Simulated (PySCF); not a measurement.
Atoms are numbered as in `[CH3:1][SiH:2]1[CH2:3][CH2:4]1`; H(Xn) means a hydrogen on atom n. Ha(C3), Ha(C4) are cis to C1 on the ring; Hb(C3), Hb(C4) are trans to C1 on the ring.

GIAO PBE0/pcSseg-1 shifts (PySCF, gas phase, non-relativistic, equivalent atoms averaged), each against references optimised in the same way as the molecule (TMS).

On the GFN2-xTB geometry: C3/C4 -4.7, C1 -7.8, Si2 -124.9, H(Si2) 3.04, Hb(C3)/Hb(C4) 0.45, Ha(C3)/Ha(C4) 0.42, H(C1) 0.20 ppm.

**Question.** What changes on the PBE0-D3(BJ)/def2-SVP geometry?

**Answer.** 
```
        atoms  δ (ppm)  change
        C3/C4     -6.7    -2.0
           C1     -7.9    -0.1
          Si2   -115.6    +9.3
       H(Si2)     3.01   -0.03
Hb(C3)/Hb(C4)     0.42   -0.03
Ha(C3)/Ha(C4)     0.33   -0.09
        H(C1)     0.21   +0.01
```

Bonds between heavy atoms that differ most (equivalent bonds averaged): Si2–C3 1.883 → 1.859 Å, C1–Si2 1.890 → 1.869 Å, C3–C4 1.541 → 1.544 Å. Mean change of bonds to hydrogen: C–H +0.015 Å, Si–H +0.031 Å.
